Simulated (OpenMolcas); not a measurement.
Ne3+: from RASSCF to RASPT2

```
Program             : OpenMolcas
Basis               : ANO-RCC [8s7p4d3f2g]
Scalar Hamiltonian  : DKH2, point nucleus
Active space        : 3 electrons in 9 orbitals (RAS2 2p; RAS3 3s 3d, at most 1 electron)
State averaging     : 2S+1 = 4 odd, 1 root; 2S+1 = 2 odd, 8 roots
Spin-orbit coupling : state interaction with AMFI integrals over the reference wave functions, term energies averaged over their components
```

Methods on the same reference wave functions:
A. RASSCF
B. SS-RASPT2, IPEA 0.25 Eh, imaginary shift 0.1 Eh (closed shells correlated: 1s 2s)

Energies in cm-1 above 2s2 2p3 4S* 3/2.

| Level | A | B |
| --- | --- | --- |
| 2s2 2p3 4S* 3/2 | 0.0 | 0.0 |
| 2s2 2p3 2D* 3/2 | 45098 | 41790 |
| 2s2 2p3 2D* 5/2 | 45118 | 41810 |
| 2s2 2p3 2P* 1/2 | 74891 | 67380 |
| 2s2 2p3 2P* 3/2 | 74916 | 67410 |

From A to B the spin-free energies of the other terms of 2s2 2p3 shown, above 4S*, scale by factors of 0.90 to 0.93.

The lowest spin-free term lies below A's lowest term by 0.160 hartree in B.

CASPT2 does not keep the components of a term degenerate, so their means are used; among the terms shown or strongly mixed into the levels shown the widest spread is 100 cm-1 (2s2 2p3 2D*, B). With the s shell closed, the reference lacks s² → p² mixing. Levels of configurations outside the active space are missing.

* marks odd parity.
